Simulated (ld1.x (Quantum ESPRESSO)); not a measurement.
**Sm: variants of one RRKJ potential**

Base potential:

ld1.x (Quantum ESPRESSO) 7.5 input, shortened:

```
&input
   title='Sm', zed=62., rel=1, dft='BLYP', iswitch=3,
   config='[Xe] 4f6 5d0 6s2 6p0'
 /
 &inputp
   pseudotype=2, tm=.false., lloc=2,
   nlcc=.true.
 /
4
5S  1  0   2.00   0.00  2.15  2.15  0.0
5P  2  1   6.00   0.00  2.45  2.45  0.0
4F  4  3   6.00   0.00  1.40  1.40  0.0
5D  3  2   0.00   0.00  2.20  2.20  0.0
 &test
   configts(1)='4f6 5s2 5p6 5d0 6s2 6p0'
 /
```

Occupied shells without a wave of their own: 6s. They enter only through the test configuration that unscreens the potential, and ld1.x also counts them in the model core charge.

Cutoffs, loose and tight: the cutoffs (Ry, on a coarse ladder) from which the occupation-weighted sum of valence levels, in a spherical-Bessel basis at the reference potential, stays within 10 and 1 mRy of its value at 400 Ry. They do not see the model core or the augmentation charge, which bear on the density cutoff. Test errors are all-electron minus pseudo excitation energies from the reference, over the configurations 4f6 5s2 5p6 5d0 6s1 6p0; 4f6 5s2 5p6 5d0 6s0 6p0; 4f5 5s2 5p6 5d0 6s0 6p0; 4f6 5s2 5p6 5d0.5 6s1.5 6p0; 4f6 5s2 5p6 5d0 6s0 6p1; 4f5 5s2 5p6 5d1 6s2 6p0; 4f6 5s2 5p6 5d1 6s1 6p0. A dash means not determined; rows that change the core or the reference have their own tests.

With those shells counted twice in exchange and correlation these files are broken, and their errors move erratically; no question is asked of them.

Cutoffs are not given where the Bessel-basis levels miss the radial ones by over 6 mRy, ghosts where they miss by over 20 mRy; a channel whose overlap is not positive is not tested.

The default core radius of the base comes out at 0.90 bohr.

| change | outcome | cutoff, loose | cutoff, tight | bound ghosts | largest test error (meV) |
| --- | --- | --- | --- | --- | --- |
| base | generated, misses its reference levels by 0.35 eV | 140 Ry | 200 Ry | none | no test is counted, since the test run did not reproduce the reference configuration |
| wave 4f (bound): rc 1.40 bohr becomes 4f (bound): rc 1.92 bohr | generated, misses its reference levels by 0.35 eV | 80 Ry | 110 Ry | none | no test is counted, since the test run did not reproduce the reference configuration |
| functional PBE | generated, misses its reference levels by 0.35 eV | 140 Ry | 200 Ry | none | no test is counted, since the test run did not reproduce the reference configuration |
| wave 5d (bound): rc 2.20 bohr becomes 5d (bound): rc 2.02 bohr | failed: run_pseudo: Errors in PS-KS equation | – | – | – | – |
| core correction a·sin(br)/r model core inside 0.82 bohr | generated, misses its reference levels by 0.35 eV | 140 Ry | 200 Ry | none | no test is counted, since the test run did not reproduce the reference configuration |
| wave 5s (bound): rc 2.15 bohr becomes 5s (bound): rc 1.84 bohr | failed: compute_phi: phi has nodes before r_c | – | – | – | – |
| wave 5p (bound): rc 2.45 bohr becomes 5p (bound): rc 2.70 bohr | generated, misses its reference levels by 0.35 eV | 140 Ry | 200 Ry | none | no test is counted, since the test run did not reproduce the reference configuration |
| fully relativistic | generated, misses its reference levels by 0.35 eV | – | – | none | no test is counted, since the test run did not reproduce the reference configuration |
| local potential the p channel | failed: the pseudo-atom did not reach self-consistency | – | – | – | – |
